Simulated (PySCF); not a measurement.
Al(I)(Me)(OMe) (C2H6AlIO), SMILES C[O][Al]([I])[CH3].

The structure is a stationary point at B3LYP-D3(BJ)/def2-SVP. The structure was generated by enumeration; whether it is a known compound was not checked. The def2 effective core potentials stand for the cores of I; spin–orbit coupling is left out. One conformer was computed; it need not be the lowest.

Vertical ionisation energy (IE) and electron affinity (EA) in eV. Rows of orbital energies are one-electron estimates. Where ΔSCF, EOM or ADC give a negative EA the extra electron is unbound and the value depends on the basis.

```tsv
level	IE	EA
−ε(HOMO), −ε(LUMO), B3LYP/def2-TZVP (PySCF)	7.33	0.75
−ε(HOMO), −ε(LUMO), PBE/def2-TZVP (PySCF)	?	?
```

Q: What belongs in the gaps? (The exact figures need the calculation; the answer reports its results.)

A: 
- −ε(HOMO), −ε(LUMO), PBE/def2-TZVP (PySCF), IE: 6.44
- −ε(HOMO), −ε(LUMO), PBE/def2-TZVP (PySCF), EA: 1.32
